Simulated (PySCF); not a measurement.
C5H7NOSi2, SMILES C(#N)[SiH2][SiH2]c1occc1, GFN2-xTB optimised geometry.

```
16

N     -2.20     1.14     2.73
C     -2.32     0.50     1.79
Si    -2.45    -0.57     0.26
Si    -0.47    -1.75     0.02
C      0.86    -0.44     0.00
C      2.23    -0.44     0.00
C      2.64     0.91     0.00
C      1.49     1.65     0.00
O      0.42     0.85     0.00
H     -2.77     0.39    -0.80
H     -3.64    -1.39     0.52
H     -0.18    -2.70     1.09
H     -0.41    -2.51    -1.25
H      2.86    -1.30     0.00
H      3.64     1.29     0.00
H      1.32     2.70     0.00
```

Density from B3LYP/def2-TZVP (PySCF 2.14.0) at that geometry.

Minimum of the electron density along straight lines between bonded atoms, close to the bond critical point (lines longer than 1.1 times the sum of covalent radii, or with two minima, are not listed):

| bond | length / Å | ρ at the minimum / e bohr⁻³ | ∇²ρ there / e bohr⁻⁵ | position (fraction from the first atom) |
|---|---|---|---|---|
| N1–C2 | 1.146 | 0.508 | -0.12 | 0.66 |
| C2–Si3 | 1.868 | [?] | 0.27 | 0.61 |
| Si3–Si4 | 2.317 | [?] | [?] | 0.61 |
| Si4–C5 | 1.872 | 0.119 | 0.22 | 0.39 |
| C5–C6 | 1.369 | 0.334 | -0.99 | 0.51 |
| C6–C7 | 1.412 | 0.303 | -0.84 | 0.50 |
| C7–C8 | 1.363 | 0.338 | -1.01 | 0.48 |
| C5–O9 | 1.360 | 0.284 | -0.25 | 0.33 |
| C8–O9 | 1.337 | 0.302 | -0.28 | 0.33 |
| Si3–H10 | 1.467 | 0.125 | 0.16 | 0.49 |
| Si3–H11 | 1.469 | 0.125 | 0.17 | 0.49 |
| Si4–H12 | 1.468 | 0.124 | 0.17 | 0.49 |
| Si4–H13 | 1.471 | 0.123 | 0.18 | 0.49 |
| C6–H14 | 1.071 | 0.293 | -1.07 | 0.65 |
| C7–H15 | 1.071 | 0.292 | -1.07 | 0.65 |
| C8–H16 | 1.072 | 0.297 | -1.11 | 0.66 |

Q: Some entries are withheld; supply them.

A: 
- C2–Si3, ρ at the minimum / e bohr⁻³: 0.109
- Si3–Si4, ρ at the minimum / e bohr⁻³: 0.099
- Si3–Si4, ∇²ρ there / e bohr⁻⁵: -0.19
